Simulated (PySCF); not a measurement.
# A search over the determinants of BiF

Unrestricted PBE0; PySCF, scalar-relativistic core potentials, basis sets Bi def2-SVP with ECP60, F def2-SVP. Outer shells of the fragments: Bi 5d10 6s2 6p3; F 2s2 2p5.

Followed along the bond (rough minima from three points):

```csv
2Ms+1,unpaired,⟨S²⟩ at the start,R at minimum (Å),Te (eV)
3,π ↑↑,2.00,2.05,0.00
1,π ↑↓,1.00,2.05,0.33
1,none,0.00,2.05,1.22
5,"σ ↑↑, π ↑↑",6.00,none in the scan,≤ 5.03
```

Solutions found at the starting distance of 2.075 Å, counted from the lowest of them; the search is not exhaustive and high or unbound solutions are not listed, so other states can lie among these:

| 2Ms+1 | unpaired | term | E (eV) | ⟨S²⟩ | ⟨Lz²⟩ | μ (D) |
| --- | --- | --- | --- | --- | --- | --- |
| 3 | π ↑↑ | ³Σ⁻ | 0.00 | 2.00 | 0.00 | -3.42 |
| 1 | π ↑↓ | mixed | 0.33 | 1.00 | 2.01 | -3.40 |
| 1 | none | mixed | 1.22 | 0.00 | 2.00 | -3.31 |
| 3 | σ ↑, π ↑ | ³Π | 2.59 | 2.01 | 1.00 | -2.74 |
| 1 | σ ↓, π ↑ | mixed | 2.89 | 1.00 | 1.01 | -2.65 |
| 5 | σ ↑↑, π ↑↑ | ⁵Σ⁻ | 5.84 | 6.00 | 0.00 | 0.40 |
| 3 | σ ↑, π ↑ | ³Π | 5.90 | 2.01 | 1.00 | -0.13 |
| 1 | σ ↓, π ↑ | mixed | 6.08 | 1.01 | 1.00 | 0.12 |
| 3 | π ↑↑ | mixed | 6.11 | 2.00 | 2.01 | 1.72 |
| 5 | σ ↑, π ↑↑↑ | ⁵Π | 6.17 | 6.00 | 1.00 | 2.14 |
| 1 | σ ↓↓, π ↑↑ | mixed | 6.83 | 2.00 | 0.00 | 0.92 |
| 3 | σ ↑, π ↑↑↓ | mixed | 6.85 | 3.01 | 3.01 | 2.19 |

A term symbol is given only where ⟨S²⟩ and ⟨Lz²⟩ are close to those of a pure state; real π, δ and φ orbitals otherwise mix terms. A positive dipole means Bi(−)F(+).

These are scalar-relativistic numbers at best; spin–orbit coupling would shift them, the dissociation energy most. Counting both spins, an empty level lies below a filled one in some of these solutions, because spin and occupation are held.
